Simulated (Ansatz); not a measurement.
Start from `FBOCS` and change one atom or group to get `OBOBF`.

Ansatz, PBE0-D4/def2-TZVP geometries, multiplicity 1. Each molecule was computed in one conformer, which needn't be the lowest.

```tsv
property	`FBOCS`
HOMO–LUMO gap (ωB97M-V/def2-TZVPP) / eV	11.62
LUMO energy (ωB97M-V/def2-TZVPP) / eV	1.85
LUMO energy (PBE0/def2-TZVPP) / eV	-0.06
HOMO energy (PBE/def2-TZVPP) / eV	-6.25
HOMO–LUMO gap (PBE/def2-TZVPP) / eV	5.18
size of the dipole moment (PBE/def2-TZVPP) / D	1.82
```

Task: What does the change do to each property? (An estimate is asked.)

Result: Computed: 
| property | `OBOBF` | shift |
| --- | --- | --- |
| HOMO–LUMO gap (ωB97M-V/def2-TZVPP) / eV | 13.76 | 2.14 |
| LUMO energy (ωB97M-V/def2-TZVPP) / eV | 1.83 | -0.02 |
| LUMO energy (PBE0/def2-TZVPP) / eV | -0.12 | -0.06 |
| HOMO energy (PBE/def2-TZVPP) / eV | -7.97 | -1.72 |
| HOMO–LUMO gap (PBE/def2-TZVPP) / eV | 6.80 | 1.62 |
| size of the dipole moment (PBE/def2-TZVPP) / D | 1.99 | 0.17 |

With PBE0 the HOMO falls by 2.03 eV and the LUMO falls by 0.06 eV, so the gap widens by about 1.97 eV. PBE moves the HOMO by -1.72 eV and ωB97M-V by -2.16 eV. The zero-point energy changes by -24.9 kJ/mol with -3 modes. Dipoles are sizes alone; their direction can turn.
